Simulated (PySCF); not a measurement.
BrGe, SMILES [Br][Ge] (connectivity only; charge and spin as stated), charge +1, multiplicity 1.

Geometry optimised at B3LYP-D3(BJ)/def2-TZVP. The multiplicity is an assumed one; other spin states were not compared.

Computed with B3LYP-D3(BJ)/def2-TZVP (PySCF 2.14.0).

Frequencies are harmonic and unscaled.

Give all harmonic wavenumbers and intensities. (An estimate is asked for; the answer gives what the named calculation found.)


| mode | ν (cm⁻¹) | IR (km/mol) | Raman (Å⁴/amu) | depolarisation | moving atoms (share of kinetic energy) |
|---|---|---|---|---|---|
| 1 | 359 | 45.2 | 15.0 | 0.27 | Ge 52 %, Br 48 % |
